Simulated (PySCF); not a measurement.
# Ionisation energy of Nb⁺ by level of theory

Nb⁺ [Kr] 4d4 (5D) → Nb²⁺ [Kr] 4d3 (4F), as a difference of total energies. Calculation: PySCF 2.14, in x2c-TZVPPall (8s6p6d2f1g, 79 functions); the spin-free X2C one-electron Hamiltonian (Gaussian nucleus). Correlated levels: valence and next inner shell: [Ar] 3d10 frozen. The calculations carry no spin-orbit coupling.

```csv
method,ionisation energy (eV),difference from reference (eV)
UHF,13.068,-1.252
MP2 (valence and next inner shell),14.098,-0.222
SCS-MP2 (valence and next inner shell),13.721,-0.599
CCSD (valence and next inner shell),13.957,-0.363
CCSD(T) (valence and next inner shell),14.007,-0.313
```

Reference: 14.32 eV (semi-empirical (NIST evaluation); NIST Atomic Spectra Database, ionization energies).

The reference lies between the lowest fine-structure levels, while these numbers refer to the centres of the terms.

Errors of the correlated levels include the incompleteness of this basis and the frozen core.
